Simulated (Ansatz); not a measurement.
Ansatz (a quantum-chemistry and plane-wave program) input:

Ansatz 0.2 input:
```yaml
crystal:
  periodic: [false, false, false]
  atoms:
    - {symbol: Si, position_ang: [-0.58542294, 0.04984072, -0.44834611]}
    - {symbol: Br, position_ang: [-0.71460544, -1.54260799, 1.20886359]}
    - {symbol: Br, position_ang: [-0.06014783, 1.94855346, 0.74241038]}
    - {symbol: Br, position_ang: [1.41951431, -0.46083802, -1.45748378]}
    - {symbol: O, position_ang: [-1.79633939, 0.15293363, -1.37572636]}
basis:
  gaussian:
    orbitals: def2-SVPD
total_charge: -1
magnetization: {spin_polarized: false}
correlation: {method: ccsd_t, electrons: outside_noble_gas}
output: {forces: true}
```

Predict the final energy.

-8080.93615 Eh (CCSD(T)/def2-SVPD). The basis has 170 functions. The run takes very roughly 6 core-minutes.

It need not be the lowest isomer of its formula. Whether it binds its extra electron was not tested at this geometry.
